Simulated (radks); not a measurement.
The numbers below are computed, except where a source is named.
Question: These are the eigenvalues of the occupied orbitals of an atom or ion with whole-number occupations (eV). Level of theory: Dirac Kohn-Sham, PBE, spin-unpolarised, spherical densities, finite nucleus; Fermi nuclear charge, rms radius of each element as measured or else 0.836 A^(1/3) + 0.57 fm (a radial shooting solver on a logarithmic mesh with Libxc functionals).

orbital  eigenvalue
1s1/2     -36233.29
2s1/2     -6073.036
2p1/2     -5741.991
2p3/2     -5389.432
3s1/2     -1610.406
3p1/2     -1472.630
3p3/2     -1403.964
3d3/2     -1163.663
3d5/2     -1148.940
4s1/2     -618.6978
4p1/2     -566.1539
4p3/2     -548.8915
4d3/2     -461.4405

Which element is it, and in what charge state? The configuration may be excited. Open shells, if any, fill j = l - 1/2 first.

Answer: Z = 55, caesium, charge +18: Cs18+ in [Kr] 4d1. The list shows which subshells hold electrons but not how many an open one holds; the 1s level, -1331.5 hartree, gives Z - s = 51.6 by -(Z - s)^2/2, which with screening and relativity narrows Z to a few neighbours, and the depths of the outer levels then fix element, charge and occupations together.
